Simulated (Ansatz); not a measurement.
Ansatz (a program for electronic structure) input for In(H)(Me)(Et) (C₃H₉In), SMILES [CH3][InH][CH2]C, r2SCAN-D4/def2-SVP. 

Ansatz 0.2 input:
```yaml
crystal:
  periodic: [false, false, false]
  atoms:
    - {symbol: In, position_ang: [0.04815557, 0.42618157, -0.10981769]}
    - {symbol: H, position_ang: [0.46778384, 1.04773683, -1.71522908]}
    - {symbol: C, position_ang: [0.04236035, 1.77685409, 1.67189085]}
    - {symbol: H, position_ang: [-0.48765570, 1.25402433, 2.46935642]}
    - {symbol: H, position_ang: [-0.45080571, 2.72667355, 1.47290666]}
    - {symbol: H, position_ang: [1.06351009, 1.97226447, 1.99843235]}
    - {symbol: C, position_ang: [-0.42713628, -1.76558121, 0.09558858]}
    - {symbol: C, position_ang: [0.04995894, -2.59493069, -1.08846825]}
    - {symbol: H, position_ang: [-1.50730090, -1.87207980, 0.22965633]}
    - {symbol: H, position_ang: [0.04911441, -2.09619673, 1.02366770]}
    - {symbol: H, position_ang: [1.13395241, -2.52809239, -1.19570029]}
    - {symbol: H, position_ang: [-0.40269549, -2.23853467, -2.01544050]}
    - {symbol: H, position_ang: [-0.21662427, -3.64674590, -0.96065016]}
basis:
  gaussian:
    orbitals: def2-SVP
hamiltonian:
  xc: r2scan
  dispersion: d4
relax: {f_tol: 0.002, max_steps: 200}
```

Log of the run:

```
[...]
the calculation of the forces begins
reference -8428.16960624 eV, -309.7295202108 hartree; 24, 24 occupied and 89, 89 virtual orbitals, 1312 factors
relax step   7: F+E_penalty+E_count = -8428.22347297 eV  Δ(F+E_penalty+E_count) = -4.862e-4 eV  max|allowed force component| = 8.310e-2 eV/Å  Δτ_max = 0.1069 Å  (29 SCF iters, accepted)
these checks for a lower state are left out or cut short: starts, cluster_reference, orbital_swaps, neighbouring_geometries, increment
integrals: 0.06 GiB planned
1312 factors; their error is unknown
mean field: 0.34 GiB planned
mean field evaluation 64: about -8428.1696 eV, gradient 9.3e-5 eV
mean field -8428.16959416 eV, -309.7295197670 hartree, gradient 1.5e-5 eV, S^2 0.000000; 0 other end points of the search recorded, 0 dependent functions left out
the calculation of the forces begins
reference -8428.16960919 eV, -309.7295203194 hartree; 24, 24 occupied and 89, 89 virtual orbitals, 1312 factors
relax step   8: F+E_penalty+E_count = -8428.22347217 eV  Δ(F+E_penalty+E_count) = +7.979e-7 eV  max|allowed force component| = 6.681e-2 eV/Å  Δτ_max = 0.0369 Å  (29 SCF iters, rejected (line search))
these checks for a lower state are left out or cut short: starts, cluster_reference, orbital_swaps, neighbouring_geometries, increment
integrals: 0.06 GiB planned
1312 factors; their error is unknown
mean field: 0.34 GiB planned
mean field -8428.17013587 eV, -309.7295396743 hartree, gradient 1.5e-5 eV, S^2 0.000000; 0 other end points of the search recorded, 0 dependent functions left out
the calculation of the forces begins
reference -8428.17015090 eV, -309.7295402266 hartree; 24, 24 occupied and 89, 89 virtual orbitals, 1312 factors
relax step   9: F+E_penalty+E_count = -8428.22400590 eV  Δ(F+E_penalty+E_count) = -5.329e-4 eV  max|allowed force component| = 3.525e-2 eV/Å  Δτ_max = 0.0180 Å  (30 SCF iters, accepted)
these checks for a lower state are left out or cut short: starts, cluster_reference, orbital_swaps, neighbouring_geometries, increment
integrals: 0.06 GiB planned
1312 factors; their error is unknown
mean field: 0.34 GiB planned
mean field -8428.17063559 eV, -309.7295580387 hartree, gradient 1.5e-5 eV, S^2 0.000000; 0 other end points of the search recorded, 0 dependent functions left out
the calculation of the forces begins
reference -8428.17065063 eV, -309.7295585914 hartree; 24, 24 occupied and 89, 89 virtual orbitals, 1312 factors
relax step  10: F+E_penalty+E_count = -8428.22448566 eV  Δ(F+E_penalty+E_count) = -4.798e-4 eV  max|allowed force component| = 4.526e-2 eV/Å  Δτ_max = 0.0979 Å  (29 SCF iters, accepted)
these checks for a lower state are left out or cut short: starts, cluster_reference, orbital_swaps, neighbouring_geometries, increment
integrals: 0.06 GiB planned
1312 factors; their error is unknown
mean field: 0.34 GiB planned
mean field -8428.17082363 eV, -309.7295649490 hartree, gradient 1.5e-5 eV, S^2 0.000000; 0 other end points of the search recorded, 0 dependent functions left out
the calculation of the forces begins
reference -8428.17083867 eV, -309.7295655017 hartree; 24, 24 occupied and 89, 89 virtual orbitals, 1312 factors
relax step  11: F+E_penalty+E_count = -8428.22466130 eV  Δ(F+E_penalty+E_count) = -1.756e-4 eV  max|allowed force component| = 3.189e-2 eV/Å  Δτ_max = 0.0404 Å  (29 SCF iters, accepted)
these checks for a lower state are left out or cut short: starts, cluster_reference, orbital_swaps, neighbouring_geometries, increment
integrals: 0.06 GiB planned
1312 factors; their error is unknown
mean field: 0.34 GiB planned
mean field -8428.17098629 eV, -309.7295709268 hartree, gradient 1.5e-5 eV, S^2 0.000000; 0 other end points of the search recorded, 0 dependent functions left out
the calculation of the forces begins
reference -8428.17100133 eV, -309.7295714795 hartree; 24, 24 occupied and 89, 89 virtual orbitals, 1312 factors
relax step  12: F+E_penalty+E_count = -8428.22483256 eV  Δ(F+E_penalty+E_count) = -1.713e-4 eV  max|allowed force component| = 2.613e-2 eV/Å  Δτ_max = 0.0425 Å  (29 SCF iters, accepted)
these checks for a lower state are left out or cut short: starts, cluster_reference, orbital_swaps, neighbouring_geometries, increment
integrals: 0.06 GiB planned
1312 factors; their error is unknown
mean field: 0.34 GiB planned
mean field evaluation 96: about -8428.2016 eV, gradient 9.2e-1 eV
mean field -8428.17109122 eV, -309.7295747827 hartree, gradient 1.5e-5 eV, S^2 0.000000; 0 other end points of the search recorded, 0 dependent functions left out
the calculation of the forces begins
reference -8428.17110626 eV, -309.7295753355 hartree; 24, 24 occupied and 89, 89 virtual orbitals, 1312 factors
relax step  13: F+E_penalty+E_count = -8428.22493525 eV  Δ(F+E_penalty+E_count) = -1.027e-4 eV  max|allowed force component| = 1.867e-2 eV/Å  Δτ_max = 0.0389 Å  (29 SCF iters, accepted)
these checks for a lower state are left out or cut short: starts, cluster_reference, orbital_swaps, neighbouring_geometries, increment
integrals: 0.06 GiB planned
1312 factors; their error is unknown
mean field: 0.34 GiB planned
mean field -8428.17107044 eV, -309.7295740192 hartree, gradient 1.6e-5 eV, S^2 0.000000; 0 other end points of the search recorded, 0 dependent functions left out
the calculation of the forces begins
reference -8428.17108549 eV, -309.7295745723 hartree; 24, 24 occupied and 89, 89 virtual orbitals, 1312 factors
relax step  14: F+E_penalty+E_count = -8428.22492784 eV  Δ(F+E_penalty+E_count) = +7.413e-6 eV  max|allowed force component| = 2.172e-2 eV/Å  Δτ_max = 0.0440 Å  (29 SCF iters, rejected (line search))
these checks for a lower state are left out or cut short: starts, cluster_reference, orbital_swaps, neighbouring_geometries, increment
integrals: 0.06 GiB planned
1312 factors; their error is unknown
mean field: 0.34 GiB planned
mean field -8428.17113322 eV, -309.7295763261 hartree, gradient 1.5e-5 eV, S^2 0.000000; 0 other end points of the search recorded, 0 dependent functions left out
the calculation of the forces begins
reference -8428.17114827 eV, -309.7295768793 hartree; 24, 24 occupied and 89, 89 virtual orbitals, 1312 factors
relax step  15: F+E_penalty+E_count = -8428.22497001 eV  Δ(F+E_penalty+E_count) = -3.476e-5 eV  max|allowed force component| = 1.103e-2 eV/Å  Δτ_max = 0.0216 Å  (30 SCF iters, accepted)
these checks for a lower state are left out or cut short: starts, cluster_reference, orbital_swaps, neighbouring_geometries, increment
integrals: 0.06 GiB planned
1312 factors; their error is unknown
mean field: 0.34 GiB planned
mean field -8428.17114655 eV, -309.7295768162 hartree, gradient 1.6e-5 eV, S^2 0.000000; 0 other end points of the search recorded, 0 dependent functions left out
the calculation of the forces begins
reference -8428.17116160 eV, -309.7295773694 hartree; 24, 24 occupied and 89, 89 virtual orbitals, 1312 factors
relax step  16: F+E_penalty+E_count = -8428.22499215 eV  Δ(F+E_penalty+E_count) = -2.213e-5 eV  max|allowed force component| = 5.248e-3 eV/Å  Δτ_max = 0.0283 Å  (30 SCF iters, accepted)
these checks for a lower state are left out or cut short: starts, cluster_reference, orbital_swaps, neighbouring_geometries, increment
integrals: 0.06 GiB planned
1312 factors; their error is unknown
mean field: 0.34 GiB planned
mean field evaluation 128: about -8428.1711 eV, gradient 1.6e-3 eV
mean field -8428.17111876 eV, -309.7295757949 hartree, gradient 1.6e-5 eV, S^2 0.000000; 0 other end points of the search recorded, 0 dependent functions left out
the calculation of the forces begins
reference -8428.17113382 eV, -309.7295763483 hartree; 24, 24 occupied and 89, 89 virtual orbitals, 1312 factors
relax step  17: F+E_penalty+E_count = -8428.22497142 eV  Δ(F+E_penalty+E_count) = +2.073e-5 eV  max|allowed force component| = 8.483e-3 eV/Å  Δτ_max = 0.0204 Å  (30 SCF iters, rejected (line search))
these checks for a lower state are left out or cut short: starts, cluster_reference, orbital_swaps, neighbouring_geometries, increment
integrals: 0.06 GiB planned
1312 factors; their error is unknown
mean field: 0.34 GiB planned
mean field -8428.17115535 eV, -309.7295771397 hartree, gradient 1.3e-5 eV, S^2 0.000000; 0 other end points of the search recorded, 0 dependent functions left out
the calculation of the forces begins
reference -8428.17117041 eV, -309.7295776930 hartree; 24, 24 occupied and 89, 89 virtual orbitals, 1312 factors
relax step  18: F+E_penalty+E_count = -8428.22500340 eV  Δ(F+E_penalty+E_count) = -1.125e-5 eV  max|allowed force component| = 1.974e-3 eV/Å  Δτ_max = 0.0069 Å  (23 SCF iters, accepted)
these checks for a lower state are left out or cut short: starts, cluster_reference, orbital_swaps, neighbouring_geometries, increment
integrals: 0.06 GiB planned
1312 factors; their error is unknown
mean field: 0.34 GiB planned
mean field -8428.17115010 eV, -309.7295769467 hartree, gradient 1.9e-5 eV, S^2 0.000000; 0 other end points of the search recorded, 0 dependent functions left out
the calculation of the forces begins
reference -8428.17116516 eV, -309.7295775000 hartree; 24, 24 occupied and 89, 89 virtual orbitals, 1312 factors
relax step  19: F+E_penalty+E_count = -8428.22499058 eV  Δ(F+E_penalty+E_count) = +1.282e-5 eV  max|allowed force component| = 7.051e-3 eV/Å  Δτ_max = 0.0033 Å  (22 SCF iters, rejected (line search))
these checks for a lower state are left out or cut short: starts, cluster_reference, orbital_swaps, neighbouring_geometries, increment
integrals: 0.06 GiB planned
1312 factors; their error is unknown
mean field: 0.34 GiB planned
mean field -8428.17115832 eV, -309.7295772486 hartree, gradient 2.2e-5 eV, S^2 0.000000; 0 other end points of the search recorded, 0 dependent functions left out
the calculation of the forces begins
reference -8428.17117338 eV, -309.7295778020 hartree; 24, 24 occupied and 89, 89 virtual orbitals, 1312 factors
relax step  20: F+E_penalty+E_count = -8428.22500469 eV  Δ(F+E_penalty+E_count) = -1.293e-6 eV  max|allowed force component| = 1.283e-3 eV/Å  Δτ_max = 0.0016 Å  (21 SCF iters, accepted)
integrals: 0.06 GiB planned
1312 factors; their error is unknown
mean field: 0.34 GiB planned
mean field evaluation 160: about -8428.1710 eV, gradient 2.3e-1 eV
mean field -8428.17115832 eV, -309.7295772486 hartree, gradient 2.2e-5 eV, S^2 0.000000; 1 other end points of the search recorded, 0 dependent functions left out
the calculation of the forces begins
reference -8428.17117338 eV, -309.7295778020 hartree; 24, 24 occupied and 89, 89 virtual orbitals, 1312 factors
Total energy: -8428.22501975 eV, -309.7315566197 hartree
Atom 0 at     0.229848     0.378946    -0.031997 Å, force    -0.000401     0.000054     0.000262 eV/Å
Atom 1 at     0.898618     0.990979    -1.525846 Å, force     0.000108    -0.000101    -0.000100 eV/Å
Atom 2 at    -0.053149     1.742111     1.640148 Å, force     0.000469    -0.000518     0.000160 eV/Å
Atom 3 at    -0.495798     1.240857     2.513198 Å, force    -0.000082     0.000061    -0.000023 eV/Å
Atom 4 at    -0.708228     2.574992     1.337881 Å, force    -0.000261     0.000140    -0.000017 eV/Å
Atom 5 at     0.915752     2.177050     1.934334 Å, force     0.000027     0.000251    -0.000097 eV/Å
Atom 6 at    -0.303973    -1.737923     0.122413 Å, force     0.000173     0.000829     0.000945 eV/Å
Atom 7 at    -0.051955    -2.578569    -1.126758 Å, force     0.000003    -0.000987    -0.001283 eV/Å
Atom 8 at    -1.368491    -1.772586     0.418903 Å, force    -0.000111     0.000044    -0.000072 eV/Å
Atom 9 at     0.249652    -2.138504     0.991541 Å, force    -0.000034     0.000007    -0.000104 eV/Å
Atom 10 at     1.011019    -2.574057    -1.419423 Å, force     0.000096     0.000049     0.000183 eV/Å
Atom 11 at    -0.619341    -2.206342    -1.995733 Å, force     0.000027     0.000069     0.000035 eV/Å
Atom 12 at    -0.341338    -3.635379    -0.982469 Å, force    -0.000014     0.000102     0.000111 eV/Å
Dipole moment:    -0.055350    -0.050400     0.124616 e Å
```

The run converged.

Cost: about 70 core-seconds (a rough figure).
